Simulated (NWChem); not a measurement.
Program: NWChem. System: CH₆GaN, charge 0, spin multiplicity 1, displaced from the optimised geometry. The structure started from a generated list of species.

The NWChem input:

```
start mol
memory heap 200 mb stack 800 mb global 1000 mb
geometry units angstroms nocenter noautoz
  Ga    -0.404661     0.720373     0.000000
  H     -1.977070     1.028736     0.000000
  H      0.820106     1.755788     0.000000
  N      0.066799    -1.088360     0.000000
  C      1.417610    -1.690263     0.000000
  H     -0.698023    -1.799881     0.000000
  H      1.610802    -2.339389    -0.914102
  H      1.610802    -2.339389     0.914102
  H      2.204624    -0.877321     0.000000
  symmetry group Cs
end
basis spherical
  * library def2-svp
end
dft
  xc slater vwn_5
  semidirect memsize 60000000 filesize 0
  iterations 100
  convergence nodiis damp 40
end
task dft gradient
```

The output up to the point where the run's verdict is printed (cleaned and shortened):

```
             Northwest Computational Chemistry Package (NWChem) 7.3.0
             --------------------------------------------------------

                                NWChem Input Module
                                -------------------

 Scaling coordinates for geometry "geometry" by  1.889725989
 (inverse scale =  0.529177249)

 Turning off AUTOSYM since
 SYMMETRY directive was detected!

                             Geometry "geometry" -> ""
                             -------------------------

 Output coordinates in angstroms (scale by  1.889725989 to convert to a.u.)

  No.       Tag          Charge          X              Y              Z
 ---- ---------------- ---------- -------------- -------------- --------------
    1 Ga                  31.0000    -0.40466100     0.72037300     0.00000000
    2 H                    1.0000    -1.97707000     1.02873600     0.00000000
    3 H                    1.0000     0.82010600     1.75578800     0.00000000
    4 N                    7.0000     0.06679900    -1.08836000     0.00000000
    5 C                    6.0000     1.41761000    -1.69026300     0.00000000
    6 H                    1.0000    -0.69802300    -1.79988100     0.00000000
    7 H                    1.0000     1.61080200    -2.33938900    -0.91410200
    8 H                    1.0000     1.61080200    -2.33938900     0.91410200
    9 H                    1.0000     2.20462400    -0.87732100     0.00000000

 Effective nuclear repulsion energy (a.u.)     175.4187938209

            Nuclear Dipole moment (a.u.)
            ----------------------------
        X                 Y               Z
 ---------------- ---------------- ----------------
     0.0000056692     0.0000170075     0.0000000000

      Symmetry information
      --------------------

 Group name             Cs
 Group number              2
 Group order               2
 No. of unique centers     8

      Symmetry unique atoms

     1    2    3    4    5    6    7    9


 Summary of "ao basis" -> "" (spherical)
 ------------------------------------------------------------------------------
[...]
 d= 0,ls=0.0         52  -1895.7229885937 -2.24D+02  5.03D-01              10.0
 d= 0,ls=0.0         53  -1671.2969070475  2.24D+02  5.03D-01              10.2
 d= 0,ls=0.0         54  -1895.7229885937 -2.24D+02  5.03D-01              10.4
 d= 0,ls=0.0         55  -1671.2969070475  2.24D+02  5.03D-01              10.5
 d= 0,ls=0.0         56  -1895.7229885937 -2.24D+02  5.03D-01              10.7
 d= 0,ls=0.0         57  -1671.2969070475  2.24D+02  5.03D-01              10.8
 d= 0,ls=0.0         58  -1895.7229885937 -2.24D+02  5.03D-01              11.0
 d= 0,ls=0.0         59  -1671.2969070475  2.24D+02  5.03D-01              11.1
 d= 0,ls=0.0         60  -1895.7229885937 -2.24D+02  5.03D-01              11.2
 d= 0,ls=0.0         61  -1671.2969070475  2.24D+02  5.03D-01              11.4
 d= 0,ls=0.0         62  -1895.7229885937 -2.24D+02  5.03D-01              11.5
 d= 0,ls=0.0         63  -1671.2969070475  2.24D+02  5.03D-01              11.7
 d= 0,ls=0.0         64  -1895.7229885937 -2.24D+02  5.03D-01              11.8
 d= 0,ls=0.0         65  -1671.2969070475  2.24D+02  5.03D-01              12.0
 d= 0,ls=0.0         66  -1895.7229885937 -2.24D+02  5.03D-01              12.1
 d= 0,ls=0.0         67  -1671.2969070475  2.24D+02  5.03D-01              12.3
 d= 0,ls=0.0         68  -1895.7229885937 -2.24D+02  5.03D-01              12.5
 d= 0,ls=0.0         69  -1671.2969070475  2.24D+02  5.03D-01              12.6
 d= 0,ls=0.0         70  -1895.7229885937 -2.24D+02  5.03D-01              12.8
 d= 0,ls=0.0         71  -1671.2969070475  2.24D+02  5.03D-01              13.0
 d= 0,ls=0.0         72  -1895.7229885937 -2.24D+02  5.03D-01              13.1
 d= 0,ls=0.0         73  -1671.2969070475  2.24D+02  5.03D-01              13.3
 d= 0,ls=0.0         74  -1895.7229885937 -2.24D+02  5.03D-01              13.4
 d= 0,ls=0.0         75  -1671.2969070475  2.24D+02  5.03D-01              13.6
 d= 0,ls=0.0         76  -1895.7229885937 -2.24D+02  5.03D-01              13.8
 d= 0,ls=0.0         77  -1671.2969070475  2.24D+02  5.03D-01              14.0
 d= 0,ls=0.0         78  -1895.7229885937 -2.24D+02  5.03D-01              14.1
 d= 0,ls=0.0         79  -1671.2969070475  2.24D+02  5.03D-01              14.3
 d= 0,ls=0.0         80  -1895.7229885937 -2.24D+02  5.03D-01              14.5
 d= 0,ls=0.0         81  -1671.2969070475  2.24D+02  5.03D-01              14.7
 d= 0,ls=0.0         82  -1895.7229885937 -2.24D+02  5.03D-01              14.8
 d= 0,ls=0.0         83  -1671.2969070475  2.24D+02  5.03D-01              15.0
 d= 0,ls=0.0         84  -1895.7229885937 -2.24D+02  5.03D-01              15.2
 d= 0,ls=0.0         85  -1671.2969070475  2.24D+02  5.03D-01              15.4
 d= 0,ls=0.0         86  -1895.7229885937 -2.24D+02  5.03D-01              15.5
 d= 0,ls=0.0         87  -1671.2969070475  2.24D+02  5.03D-01              15.7
 d= 0,ls=0.0         88  -1895.7229885937 -2.24D+02  5.03D-01              15.9
 d= 0,ls=0.0         89  -1671.2969070475  2.24D+02  5.03D-01              16.1
 d= 0,ls=0.0         90  -1895.7229885937 -2.24D+02  5.03D-01              16.2
 d= 0,ls=0.0         91  -1671.2969070475  2.24D+02  5.03D-01              16.4
 d= 0,ls=0.0         92  -1895.7229885937 -2.24D+02  5.03D-01              16.6
 d= 0,ls=0.0         93  -1671.2969070475  2.24D+02  5.03D-01              16.7
 d= 0,ls=0.0         94  -1895.7229885937 -2.24D+02  5.03D-01              16.9
 d= 0,ls=0.0         95  -1671.2969070475  2.24D+02  5.03D-01              17.1
 d= 0,ls=0.0         96  -1895.7229885937 -2.24D+02  5.03D-01              17.3
 d= 0,ls=0.0         97  -1671.2969070475  2.24D+02  5.03D-01              17.4
 d= 0,ls=0.0         98  -1895.7229885937 -2.24D+02  5.03D-01              17.6
 d= 0,ls=0.0         99  -1671.2969070475  2.24D+02  5.03D-01              17.7
 d= 0,ls=0.0        100  -1895.7229885937 -2.24D+02  5.03D-01              17.9
```

The run did not converge; its last values are not results. The next line reads: Calculation failed to converge. NWChem stopped with the message: dft gradient failed.
